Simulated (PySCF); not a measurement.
## Working out the ionisation energy of Sb

Sb [Kr] 4d10 5s2 5p3 (4S) → Sb⁺ [Kr] 4d10 5s2 5p2 (3P). All numbers are calculated (PySCF 2.14, a scalar-relativistic core potential, in aug-cc-pVTZ-PP with one added diffuse shell each of d, f type with ECP28MDF (6s5p5d3f, 67 functions)). Frozen: 4s2 4p6 4d10. Energies in hartree (1 hartree = 27.21139 eV):

```
            part   Sb (lower)  Sb⁺ (upper)
             UHF  -239.277766  -238.962345
CCSD correlation    -0.073829    -0.059116
             (T)    -0.002609    -0.001436
```

Question: What does Hartree-Fock give?

Answer: (-238.962345) − (-239.277766) = 0.315421 hartree = 8.583 eV.

Question: What do CCSD and CCSD(T) give?

Answer: The CCSD correlation energies differ by 0.014713 hartree = 0.400 eV and the triples by 0.001173 hartree = 0.032 eV, so CCSD gives 8.983 eV and CCSD(T) 9.015 eV.

Measured between the centres of the two terms (NIST): 9.124 eV, so CCSD(T) (valence) is off by -0.109 eV.

What remains against the reference includes basis incompleteness, the frozen core and higher excitations.
